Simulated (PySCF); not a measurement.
# Converging KB in the basis (CCSD(T))

PySCF, UHF reference; triplet, unpaired electrons σ ↑, π ↑; De to K + B without counterpoise correction. Frozen cores follow the default of each basis and core potential.

```
     basis     relativity  functions  Re (Å)  ωe (cm⁻¹)  De (eV)  frozen orbitals
x2c-SVPall  spin-free X2C         38   2.913        256     0.52                6
 def2-SVPD  no relativity         47   2.918        268     0.67                6
def2-TZVPP  no relativity         64   2.875        275     0.69                6
```

**Question.** How does each smaller set differ from the one with most functions, def2-TZVPP?

**Answer.** x2c-SVPall: +3.8 pm, -6.9 % in ωe, -0.17 eV in De; def2-SVPD: +4.3 pm, -2.5 % in ωe, -0.02 eV in De. All at CCSD(T); the set with most functions is neither the basis-set limit nor always the best. The rows treat relativity differently, so the differences are not basis effects alone.

Correlated steps freeze 6 core orbitals. Correlated levels converge slowly with the basis: in double zeta they bind strong bonds too weakly, by up to about 1 eV, and carry superposition errors of some tenths. The state is the lowest determinant that a PBE0 search found; another state may lie lower at other levels.
